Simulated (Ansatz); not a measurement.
Basis sets compared for BCl2(CN) (BCNCl2). Charge 0, multiplicity 1. Geometry r2SCAN-D4/def2-SVP. Ansatz on 4 threads of Arm Neoverse V1 on a shared host; times are rough, and most runs start from earlier orbitals.

```xyz
5

B     0.149    0.487    0.008
Cl    1.403    0.971    1.112
Cl   -0.608    1.621   -1.072
C    -0.301   -0.983   -0.015
N    -0.643   -2.096   -0.032
```

Binding counts from free atoms (B doublet, Cl doublet, C triplet, N quartet) in the same basis, without a counterpoise term.

```tsv
level	functions	energy (Eh)	HOMO (eV)	LUMO (eV)	binding per atom (eV)	wall time
HF/STO-3G	33	-1024.7437	-11.87	3.10	3.23	0.15 s
PBE-D4/def2-SVP	78	-1037.2849	-8.16	-3.74	4.85	0.56 s
PBE0-D4/def2-SVP	78	-1037.3611	-9.66	-2.95	4.65	0.8 s
```

**Question.** Estimate the rows for HF/def2-TZVP, PBE-D4/def2-TZVP, PBE0-D4/def2-TZVP (with forces).

**Answer.** 
| level | functions | energy (Eh) | HOMO (eV) | LUMO (eV) | binding per atom (eV) | wall time |
| --- | --- | --- | --- | --- | --- | --- |
| HF/def2-TZVP | 167 | -1036.1478 | -13.09 | 0.57 | 3.08 | 1 s |
| PBE-D4/def2-TZVP | 167 | -1037.7323 | -8.35 | -4.01 | 4.77 | 1.2 s |
| PBE0-D4/def2-TZVP (with forces) | 167 | -1037.8044 | -9.79 | -3.15 | 4.58 | 2.1 s |
